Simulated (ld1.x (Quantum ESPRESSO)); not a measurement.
arsenic (As): excitation energies, all-electron against TM

- Element: arsenic
- Generator: ld1.x (Quantum ESPRESSO) 7.5
- Type: norm-conserving Troullier–Martins (Kleinman–Bylander form)
- Functional: PBE
- Relativity: scalar-relativistic
- Frozen core: [Ar] 3d10
- Valence charge: 5
- Reference configuration: 4s2 4p3
- Partial waves: 4s (bound): rc 1.65 bohr; 4p (bound): rc 1.80 bohr
- Local potential: all-electron potential smoothed inside 1.25 bohr (lloc = -2)
- Core correction: a·sin(br)/r model core inside 1.05 bohr

Energies are relative to the spin-unpolarised reference configuration 4s2 4p3; without spin polarisation the order of configurations can differ from experiment.

```
valence configuration  charge  ΔE all-electron (eV)  error AE − PS (meV)
              4s2 4p2      +1                 9.149                 -1.6
              4s2 4p1      +2                27.067                  -14
              4s0 4p5       0                19.056                  -32
              4s1 4p0      +4               105.417                 -301
              4s1 4p4       0                 9.417                 -8.1
```

Problem. What are ΔE and the potential's error for 4s2 4p0?

Solution. ΔE = 54.770 eV all-electron; the error (AE − PS) is -70 meV.

Problem. What are ΔE and the potential's error for 4s2 4p2.5?

Solution. ΔE = 3.555 eV all-electron; the error (AE − PS) is -0.5 meV.

Levels in the configuration 4s0 4p5:

| level | all-electron (eV) | pseudo (eV) |
| --- | --- | --- |
| 4p | -6.433 | -6.435 |
